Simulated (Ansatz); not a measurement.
The molecule TaSi, multiplicity 6 (lowest of 2S+1 = 2, 4, 6, 8 at CCSD(T)/def2-TZVPP on PBE0 minima; our sources give no spin for the ground state, which may be another). No spin–orbit coupling.

Constants: fifth-degree fit in 1/R to seven points, most abundant isotopes. Runs in def2 and cc sets follow the lowest solution found near the PBE0 minimum.

Programs: Ansatz (an electronic-structure program). Values without a source in brackets are computed. In def2 rows elements past Kr take small-core potentials, without spin–orbit coupling.

Energies at B97M-V/def2-TZVPP:

```tsv
R (Å)	E (hartree)
2.271083	-346.22712639
2.332134	-346.23352410
2.388301	-346.23704142
2.451793	-346.23878734
2.515286	-346.23862654
2.588547	-346.23659409
2.674018	-346.23236092
```

Problem. With a reduced mass of 24.2306 u, find the minimum, the force constant and the constants.

Solution. A fifth-degree polynomial in 1/R puts the minimum at r_e = 2.4770 Å with force constant 187 N/m. Then ω_e = (1/2πc)√(k/μ) = 362 cm⁻¹ and B_e = h/(8π²cμr_e²) = 0.1134 cm⁻¹; the cubic and quartic terms give α_e = 0.00044 and ω_e x_e = 1.1 cm⁻¹.
